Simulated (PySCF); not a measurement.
Isomers C₄H₈F₂O₂Si:

A. SMILES FC(F)[C@H]1CCO[SiH2]O1
B. `CO[SiH2]C(OC)=C(F)F`
C. `FC(COC(=C)O[SiH3])F`
D. SMILES C=C(OC[SiH3])OC(F)F
E. SMILES C(OC(=C)CO[SiH3])(F)F
F. `C=C(COC(F)F)O[SiH3]`

Spectrum 1. ¹H NMR (500 MHz, computed): δ 6.54 (m, 1H), 5.07 (s, 3H), 4.89 (br s, 1H), 4.63 (s, 2H), 4.56 (br s, 1H). ¹³C{¹H} NMR (computed): δ 157.0 (C), 123.0 (CH), 102.0 (CH2), 70.0 (CH2).

Spectrum 2. ¹H NMR (500 MHz, computed): δ 6.98 (m, 1H), 4.07 (t, 3H), 3.92 (br s, 1H), 3.72 (q, 2H), 3.41 (br s, 1H). ¹³C{¹H} NMR (computed): δ 171.3 (C), 120.3 (CH), 64.5 (CH2), 57.4 (CH2).

Spectrum 3. ¹H NMR (500 MHz, computed): δ 6.44 (m, 1H), 5.19 (m, 1H), 4.90 (m, 1H), 4.88 (m, 1H), 4.32 (m, 1H), 4.26 (m, 1H), 2.40 (m, 1H), 1.91 (m, 1H). ¹³C{¹H} NMR (computed): δ 124.3 (CH), 73.9 (CH), 63.7 (CH2), 31.8 (CH2).

Spectrum 4. ¹H NMR (500 MHz, computed): δ 5.09 (s, 2H), 3.99 (s, 3H), 3.91 (s, 3H). ¹³C{¹H} NMR (computed): δ 165.7 (C), 124.6 (C), 60.3 (CH3), 54.5 (CH3).

Spectrum 5. ¹H NMR (500 MHz, computed): δ 6.40 (m, 1H), 4.83 (s, 3H), 4.02 (m, 2H), 3.72 (br s, 1H), 3.20 (br s, 1H). ¹³C{¹H} NMR (computed): δ 167.8 (C), 121.8 (CH), 72.5 (CH2), 63.2 (CH2).

Spectrum 6. ¹H NMR (500 MHz, computed): δ 6.66 (m, 1H), 4.96 (m, 1H), 4.90 (s, 3H), 4.80 (m, 1H), 4.47 (s, 2H). ¹³C{¹H} NMR (computed): δ 165.0 (C), 122.1 (CH), 93.2 (CH2), 67.5 (CH2).

- GFN2-xTB structure
- GIAO PBE0/pcSseg-1 shieldings
- code: PySCF 2.14.0 with density-fitted response routines
- non-relativistic Hamiltonian, averaged over atoms made equivalent by symmetry, fast rotation or ring inversion, no solvent model, single conformer

Shifts are taken against calculated references (same method and geometry level): ¹H, ¹³C vs TMS. Splittings of carbon signals by F and P are missing where no couplings were computed. Where no couplings were computed, multiplicities follow the n + 1 count of equivalent neighbours, and m marks all less simple cases (inequivalent or close neighbours, rings, F or P nearby). Shifts are as computed. Against solution values, carbons near 30 ppm lie about +3 ppm off and those near 130 ppm about +5 ppm. Of 1309 compounds with measured shifts, 239 miss one by over three times the rms of a fit or turn the order of signals round; such compounds aren't used in these exercises.

Q: Match each spectrum to its structure.

A: 1–F, 2–D, 3–A, 4–B, 5–C, 6–E.

- Spectrum 1 (F): 4 ¹³C signals; δC 157.0 is an alkene carbon bearing oxygen; δC 123.0 is an sp3 CH bonded to 2 F and O.
- Spectrum 2 (D): 4 ¹³C signals; δC 171.3 is an alkene carbon bearing oxygen; δC 120.3 is an sp3 CH bonded to 2 F and O.
- Spectrum 3 (A): 4 ¹³C signals; δC 124.3 is an sp3 CH bonded to 2 F; δC 73.9 is an sp3 CH bonded to O.
- Spectrum 4 (B): 4 ¹³C signals; δC 124.6 is an alkene carbon bearing oxygen; δC 60.3 is a methyl carbon bonded to O.
- Spectrum 5 (C): 4 ¹³C signals; δC 167.8 is an alkene carbon bearing oxygen; δC 121.8 is an sp3 CH bonded to 2 F.
- Spectrum 6 (E): 4 ¹³C signals; δC 165.0 is an alkene carbon bearing oxygen; δC 122.1 is an sp3 CH bonded to 2 F and O.
